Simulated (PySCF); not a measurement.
**Dipole response of Pd²⁺ (palladium, charge +2)**

[Kr] 4d8, high-spin 3F determinant. All numbers are calculated (PySCF 2.14, a scalar-relativistic core potential, in aug-cc-pVTZ-PP with one added diffuse shell each of s, p, d, f, g type with ECP28MDF (7s7p6d4f3g, 113 functions)). Coupled (time-dependent) response in atomic units; α is the mean over directions.

```json
{"method": "UHF", "mean α (bohr³)": "6.068", "C₆ (like pair)": "31.33", "S(−4)": "8.086"}
{"method": "PBE", "mean α (bohr³)": "7.017", "C₆ (like pair)": "36.95", "S(−4)": "12.74"}
{"method": "PBE0", "mean α (bohr³)": "6.688", "C₆ (like pair)": "35.03", "S(−4)": "10.92"}
```

S(−4) is the Cauchy moment in α(ω) = α(0) + S(−4) ω² + …

Spin-orbit coupling is absent.

α(iu) at PBE:

| u (hartree) | α(iu) (bohr³) |
| --- | --- |
| 0 | 7.017 |
| 0.0500 | 6.986 |
| 0.100 | 6.894 |
| 0.200 | 6.566 |
| 0.300 | 6.124 |
| 0.500 | 5.190 |
| 0.750 | 4.205 |
| 1.00 | 3.450 |
| 1.50 | 2.416 |
| 2.00 | 1.766 |
| 3.00 | 1.040 |
| 5.00 | 0.4668 |

A single London oscillator, α(iu) = α/(1 + u²/ω²), gives C₆ = (3/4) ω α². Matching the computed C₆ needs ω = 4 × 36.95 / (3 × 7.017²) = 1.00 hartree.

For an ion, C₆ is the dispersion term alone; charge-induced terms of lower order in 1/R come first.

Energies and moments cover only the electrons outside the core potential.
